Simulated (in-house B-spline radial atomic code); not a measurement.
Configurations of V II (V+), with energies counted from [Ar] 3d4. Level of theory: Dirac-Hartree-Fock, average of configuration, Fermi nucleus of rms radius 3.6002 fm; calculated with an all-electron radial atomic-structure program (B-spline basis). Energies include first-order Breit, QED and recoil terms.

Occupations are held fixed; configurations that lie above the ionisation limit could autoionise.

```
       configuration  E - E(ref) (eV)  highest orbital  its <r> (bohr)
        [Ar] 3d3 4p1           3.0516            4p3/2            3.96
        [Ar] 3d3 5s1            6.764            5s1/2           7.107
        [Ar] 3d3 5g1           10.401            5g9/2           13.75
        [Ar] 3d3 7p1           10.742            7p3/2           21.83
        [Ar] 3d3 6g1           11.066            6g9/2              22
[Ne] 3s2 3p5 3d4 4s1           40.719            4s1/2           3.152
[Ne] 3s2 3p5 3d4 5s1           48.322            5s1/2           7.072
[Ne] 3s2 3p5 3d4 5f1           51.984            5f5/2           15.67
[Ne] 3s2 3p5 3d4 6f1           52.651            6f5/2           23.89
```

(1) Order these further configurations by energy, lowest first.
A. [Ne] 3s2 3p5 3d4 7f1
B. [Ar] 3d3 5p1
C. [Ne] 3s2 3p5 3d4 6s1
D. [Ar] 3d3 4s1
E. [Ar] 3d3 7s1

(2) How far above the reference does [Ar] 3d3 7g1 lie?

(3) How far above the reference does [Ar] 3d3 7f1 lie?

(4) How far above the reference does [Ar] 3d3 6f1 lie?

(5) Is the reference the lowest configuration at this level of theory?

## Answers

(1) D (-0.72625 eV), B (7.944 eV), E (10.464 eV), C (50.868 eV), A (53.053 eV).

(2) 11.467 eV; its least bound orbital is 7g9/2 with <r> = 31.75 bohr.

(3) 11.464 eV; its least bound orbital is 7f5/2 with <r> = 33.64 bohr.

(4) 11.062 eV; its least bound orbital is 6f5/2 with <r> = 23.91 bohr.

(5) No: [Ar] 3d3 4s1 lies 0.7263 eV lower. Averages of configurations without correlation can order differently from the measured ground levels.
